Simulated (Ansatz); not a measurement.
Relaxation of Mo₇⁺ with UKS PBE-D4/def2-SVP.

```sh
$ ansatz run in.yaml --threads 4 --pin off --events-out ev --progress --plain --max-ram 4787MiB
```

```yaml
crystal:
  periodic: [false, false, false]
  atoms:
    - {symbol: Mo, position_ang: [0.186110, -0.307050, -1.390000]}
    - {symbol: Mo, position_ang: [-0.255020, 0.281980, 1.381460]}
    - {symbol: Mo, position_ang: [-0.310600, -2.134140, 0.303820]}
    - {symbol: Mo, position_ang: [-2.128450, -0.380010, -0.275940]}
    - {symbol: Mo, position_ang: [1.883430, -0.855490, 0.694920]}
    - {symbol: Mo, position_ang: [1.573440, 1.477650, -0.291690]}
    - {symbol: Mo, position_ang: [-0.948900, 1.917050, -0.422560]}
basis:
  gaussian: {orbitals: def2-SVP}
total_charge: 1
magnetization: {spin_polarized: true, initial_magnetization: 1}
hamiltonian: {xc: pbe, dispersion: d4}
scf: {lower_state_search: "off"}
output: {orbitals: {seedname: orbitals}}
relax: {f_tol: 0.02, max_steps: 100}
```

Hardware: 4 threads of Arm Neoverse V2 on a shared host. Wall time 4 min, peak host memory 0.95 GiB.

Positions (Å) and forces (eV/Å) at steps 1, 2, 3, 4, 5, 6, 7, 8, 9, 10, 11, 13, 14 of 14:

```xyz
7
step=1 energy=-12989.2968 eV
Mo    0.186   -0.307   -1.390   -0.286   -0.070   -0.214
Mo   -0.255    0.282    1.381   -0.364   -0.198    0.311
Mo   -0.311   -2.134    0.304    0.449    2.439   -0.296
Mo   -2.128   -0.380   -0.276    2.050    0.418    0.220
Mo    1.883   -0.855    0.695   -1.599    1.206   -0.780
Mo    1.573    1.478   -0.292   -1.464   -1.777    0.378
Mo   -0.949    1.917   -0.423    1.214   -2.018    0.381
7
step=2 energy=-12990.4046 eV
Mo    0.176   -0.329   -1.508   -0.216   -1.612   -3.653
Mo   -0.300    0.281    1.505   -1.529    0.655    3.472
Mo   -0.274   -1.944    0.281    0.991   -0.631   -0.401
Mo   -1.984   -0.348   -0.262   -0.054    0.360   -0.150
Mo    1.767   -0.763    0.646    0.139    0.108    0.719
Mo    1.470    1.344   -0.272    0.468    0.171   -0.767
Mo   -0.855    1.759   -0.390    0.201    0.948    0.779
7
step=3 energy=-12991.0984 eV
Mo    0.155   -0.383   -1.689   -0.223   -0.620    0.063
Mo   -0.385    0.286    1.680   -0.409   -0.103    0.029
Mo   -0.217   -1.870    0.234    0.689   -2.106    0.138
Mo   -1.902   -0.321   -0.263   -0.742    0.592   -0.439
Mo    1.703   -0.689    0.701    0.802   -1.136    1.008
Mo    1.440    1.261   -0.352    0.781    1.409   -1.138
Mo   -0.794    1.717   -0.311   -0.898    1.964    0.340
7
step=4 energy=-12991.3958 eV
Mo    0.155   -0.412   -1.677   -0.211   -0.053    0.453
Mo   -0.398    0.281    1.670   -0.095   -0.201   -0.239
Mo   -0.203   -1.937    0.235    0.523   -0.390   -0.005
Mo   -1.899   -0.305   -0.273   -0.122    0.376   -0.303
Mo    1.714   -0.704    0.719   -0.086   -0.371    0.533
Mo    1.446    1.285   -0.383    0.053    0.364   -0.764
Mo   -0.816    1.790   -0.291   -0.061    0.274    0.325
7
step=5 energy=-12991.1989 eV rejected
Mo    0.119   -0.479   -1.663    0.765    0.903    0.550
Mo   -0.484    0.204    1.686    0.567    0.399    0.133
Mo   -0.111   -2.010    0.224   -0.513    0.487    0.333
Mo   -1.870   -0.233   -0.333   -0.706   -0.410    0.057
Mo    1.679   -0.657    0.824   -0.385   -0.055   -1.148
Mo    1.454    1.283   -0.582   -0.094    0.087    0.720
Mo   -0.787    1.893   -0.155    0.366   -1.411   -0.645
7
step=6 energy=-12991.4757 eV
Mo    0.146   -0.421   -1.642    0.061   -0.034   -0.015
Mo   -0.428    0.248    1.670    0.244    0.068   -0.052
Mo   -0.178   -1.972    0.237    0.191    0.238    0.067
Mo   -1.906   -0.286   -0.300    0.144    0.289   -0.242
Mo    1.698   -0.688    0.747   -0.137   -0.127    0.071
Mo    1.469    1.303   -0.466   -0.415   -0.217   -0.014
Mo   -0.801    1.816   -0.246   -0.087   -0.218    0.185
7
step=7 energy=-12991.4521 eV rejected
Mo    0.168   -0.458   -1.658    0.031    0.412    0.468
Mo   -0.354    0.295    1.675   -0.235   -0.276   -0.079
Mo   -0.171   -1.972    0.240   -0.420    0.249    0.049
Mo   -1.897   -0.254   -0.378   -0.222   -0.546    0.157
Mo    1.692   -0.707    0.770    0.116    0.093   -0.178
Mo    1.404    1.275   -0.470    0.566    0.213   -0.231
Mo   -0.843    1.820   -0.179    0.164   -0.144   -0.186
7
step=8 energy=-12991.5045 eV
Mo    0.157   -0.431   -1.644    0.054    0.076    0.082
Mo   -0.395    0.263    1.669    0.025   -0.033    0.031
Mo   -0.178   -1.963    0.243   -0.036    0.097    0.049
Mo   -1.906   -0.274   -0.337    0.009    0.017   -0.084
Mo    1.698   -0.696    0.756   -0.019    0.005   -0.034
Mo    1.443    1.291   -0.471    0.006   -0.049   -0.087
Mo   -0.819    1.810   -0.216   -0.038   -0.112    0.043
7
step=9 energy=-12991.5082 eV
Mo    0.163   -0.432   -1.641    0.047    0.058    0.033
Mo   -0.388    0.263    1.674   -0.016   -0.062    0.016
Mo   -0.182   -1.957    0.249   -0.083    0.048    0.066
Mo   -1.908   -0.271   -0.354   -0.021   -0.019   -0.020
Mo    1.697   -0.696    0.756    0.045    0.022   -0.056
Mo    1.440    1.289   -0.482    0.063   -0.003   -0.031
Mo   -0.823    1.804   -0.202   -0.035   -0.043   -0.009
7
step=10 energy=-12991.4915 eV rejected
Mo    0.201   -0.454   -1.634   -0.200    0.200   -0.051
Mo   -0.380    0.242    1.684    0.046    0.009    0.008
Mo   -0.221   -1.924    0.304    0.165   -0.087   -0.046
Mo   -1.903   -0.267   -0.409   -0.275    0.118    0.005
Mo    1.711   -0.695    0.708    0.217   -0.084    0.262
Mo    1.439    1.298   -0.495   -0.176    0.026    0.082
Mo   -0.846    1.800   -0.157    0.221   -0.182   -0.259
7
step=11 energy=-12991.5113 eV
Mo    0.173   -0.432   -1.637    0.041   -0.031   -0.042
Mo   -0.383    0.250    1.676   -0.039   -0.010    0.069
Mo   -0.196   -1.938    0.273   -0.015   -0.078   -0.003
Mo   -1.915   -0.269   -0.378    0.026    0.050    0.025
Mo    1.711   -0.696    0.742   -0.012    0.035   -0.018
Mo    1.441    1.290   -0.485   -0.003    0.023   -0.031
Mo   -0.831    1.795   -0.192    0.002    0.011    0.000
7
step=13 energy=-12991.5124 eV
Mo    0.175   -0.434   -1.638    0.004   -0.002   -0.020
Mo   -0.390    0.245    1.680    0.003   -0.011    0.019
Mo   -0.194   -1.943    0.272    0.012    0.023   -0.001
Mo   -1.912   -0.264   -0.372   -0.017    0.016    0.005
Mo    1.707   -0.693    0.741    0.004   -0.007    0.009
Mo    1.442    1.292   -0.490    0.007   -0.004    0.003
Mo   -0.828    1.796   -0.193   -0.013   -0.014   -0.015
7
step=14 energy=-12991.5125 eV
Mo    0.175   -0.435   -1.639    0.017    0.003    0.001
Mo   -0.391    0.243    1.681    0.001    0.002    0.011
Mo   -0.193   -1.941    0.272   -0.010   -0.006   -0.001
Mo   -1.913   -0.263   -0.371   -0.002    0.013    0.008
Mo    1.707   -0.692    0.743    0.002    0.004   -0.013
Mo    1.443    1.292   -0.491    0.005    0.000    0.004
Mo   -0.828    1.796   -0.194   -0.013   -0.016   -0.010
```

In the def2 sets Mo takes a core potential; there is no spin–orbit coupling. The relaxation made no stability test and no search for a lower SCF solution. No other spin state of charge 1 was run. The structure comes from a short search, and lower isomers may exist.
